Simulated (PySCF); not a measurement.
Species: C3H12B2N2.
Structure used (PBE0-D3(BJ)/def2-SVP), in Å, numbered top down from 1:
```xyz
19
C3H12B2N2 angstrom
C     -2.5402   -0.9640    0.0313
C     -1.8064   -0.2743   -0.8494
B     -0.6348    0.7510   -0.5343
N     -0.1303    0.7331    0.9724
B      1.3211    0.3273    0.4181
C      1.8291   -1.0838    0.9692
N      0.7841    0.2588   -1.0938
H     -2.3936   -0.8692    1.1159
H     -3.3403   -1.6495   -0.2674
H     -2.0472   -0.4314   -1.9122
H     -0.8511    1.8954   -0.9054
H     -0.5661    0.0194    1.5542
H     -0.1836    1.6225    1.4590
H      2.0930    1.2665    0.5424
H      1.0832   -1.8881    0.8314
H      2.0619   -1.0353    2.0463
H      2.7543   -1.4059    0.4626
H      0.7843   -0.6755   -1.4982
H      1.2386    0.8925   -1.7438
```

Linear response at CAM-B3LYP/def2-SVPD (PySCF, frozen core in the response, non-relativistic). One conformer (not necessarily the lowest) at the PBE0-D3(BJ)/def2-SVP geometry, without solvent, vibrations or thermal averaging.

Static isotropic polarisability: 83.02 au (12.30 Å³), principal values 73.2, 82.3, 93.5 au.

Problem. What is the polarisability at 1064 nm and at the sodium D line?

Solution. 83.73 au at 1064 nm (+0.9 %), 85.42 au at 589.3 nm (+2.9 %). The rise at 589.3 nm is 3.37 times that at 1064 nm; a pure ω² law gives 3.26. The lowest singlet lies at 185 nm, shorter than both wavelengths.

Problem. What is the isotropic C6 coefficient between two such molecules, C6 = (3/π)∫α(iω)² dω?

Solution. 2845 au (Eh·bohr⁶) by a ten-point quadrature over imaginary frequencies, which is 1700 eV·Å⁶ or 164 J·nm⁶/mol.

Problem. Which effective excitation energy ω̄ makes London's formula C6 = (3/4)α²ω̄ exact here?

Solution. ω̄ = 4·C6/(3α²) = 0.550 Eh = 15.0 eV. A one-pole form α(ω) = α/(1 − ω²/ω̄²) fitted to the 1064 nm value gives 12.7 eV. London's choice of the ionisation energy (9.29 eV, ΔSCF at the same level) gives C6 = 1760 au, 38 % too low.

Problem. What three-body coefficient follows from the one-pole estimate C9 = (3/4)·α·C6?

Solution. 177000 au. This is an estimate from the two numbers above, not a computed integral.

Problem. How many electrons N does the Slater–Kirkwood formula C6 = (3/4)·√N·α^(3/2) need to give this C6?

Solution. N = (4·C6/3)²/α³ = 25.1; the species has 54 electrons in all.

Problem. The lowest 10 singlets have (eV, f): 6.71, 0.127; 6.95, 0.023; 6.98, 0.119; 7.45, 0.019; 7.52, 0.116; 7.70, 0.018; 7.72, 0.032; 7.86, 0.010; 8.03, 0.015; 8.20, 0.015. What share of the static polarisability do they carry in the sum over states α = Σ f/ω²?

Solution. 7.09 au, 8.5 % of α; the largest term, 2.09 au, is that of the state at 6.71 eV. Their oscillator strengths add up to 0.49. Higher states carry the rest.
